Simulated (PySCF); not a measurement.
Electronic structure of B²⁺ (boron, charge +2) at the UHF level

Configuration: [He] 2p1, 2P determinant (an excited configuration). Calculation: PySCF 2.14, in aug-cc-pVTZ with one added diffuse shell each of s, p, d, f type (6s5p4d3f, 62 functions); no relativity, point nucleus.

| Property | Result |
| --- | --- |
| Total energy | -23.152219 hartree |
| One-electron energy | -27.5929 hartree |
| Hartree (Coulomb) energy | 7.6695 hartree |
| Exchange energy | -3.2289 hartree |
| Kinetic energy | 23.14027 hartree |
| ⟨S²⟩ | 0.7500 |
| ⟨L²⟩ | 2.000 |
| Sum of ⟨r⟩ | 2.243 bohr |
| Sum of ⟨r²⟩ | 3.355 bohr² |
| Traceless quadrupole moment −½Σ⟨3z² − r²⟩ along its main axis | -1.23 e·bohr² |
| Density at the nucleus (Gaussians lack the cusp) | 66.4 bohr⁻³ |
| Spin density at the nucleus | -0.219 bohr⁻³ |
| Langevin diamagnetic susceptibility | -2.66 ×10⁻⁶ cm³/mol |

```csv
shell,electrons,mean orbital energy (eV),"rms radius, mean of both spins (bohr)"
1s α,1,-239.03,0.379
1s β,1,-238.38,0.379
2p α,1,-31.758,1.75
```

Spin-orbit constants ζ (cm⁻¹) from the X2C one-electron operator on these orbitals (non-relativistic here): bare nucleus, nucleus screened by l(l+1)(2l+1)/3 electrons, and screened by the Breit-Pauli mean field of the electrons.

| shell | bare | screened nucleus | mean field |
| --- | --- | --- | --- |
| 2p | 44.06 | 26.44 | 20.53 |

To first order the Landé constant is A = 20.53 cm⁻¹, so the lowest level has J = 1/2 and lies 0.00255 eV below the centre of the term.
